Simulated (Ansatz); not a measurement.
The first iterations of a band of CH3 + ClGeH3 (9 atoms, charge 0, multiplicity 2).

The calculation used UKS B3LYP-D4/def2-SVP (Ansatz).

```
movable images  : 5
climbing image  : yes
spring          : 5.0 eV/Å²
optimiser       : quadratic models (default)
start path      : through a guess of the saddle point
force threshold : 0.05 eV/Å
iteration limit : 50
end points      : relaxed
```

Image 0:

```xyz
9
Properties=species:S:1:pos:R:3
Cl 0.330 -0.092 0.104
Ge 2.277 -0.424 1.028
C -2.691 0.504 -1.210
H 2.086 -0.354 2.553
H 3.222 0.684 0.533
H 2.770 -1.814 0.591
H -2.208 0.793 -2.145
H -2.840 1.244 -0.423
H -2.946 -0.542 -1.030
```

Image 6:

```xyz
9
Properties=species:S:1:pos:R:3
Cl -0.735 0.097 -0.402
Ge 2.466 -0.456 1.110
C -2.370 0.437 -1.073
H 2.274 -0.385 2.645
H 3.444 0.648 0.639
H 2.992 -1.853 0.697
H -2.261 0.785 -2.109
H -2.848 1.213 -0.462
H -2.962 -0.486 -1.045
```

| iteration | highest image above the first end (eV) | largest band force component (eV/Å) |
| --- | --- | --- |
| 1 | 0.870 | 1.828 |
| 2 | 0.737 | 1.668 |

Problem. Does the band converge within its limit, and where does its top end?

Solution. The run converged. It ended after 7 iterations with the highest image 0.769 eV above the first end. A vibrational analysis at the climbing image gives one clearly imaginary mode, 365i cm⁻¹, and a faint second one (32i cm⁻¹) that may be numerical noise or a soft torsion: probably a first-order saddle point.

Time of the run: 2.4 min on 2 threads of Arm Neoverse V2 (shared host), peak memory 0.28 GiB.
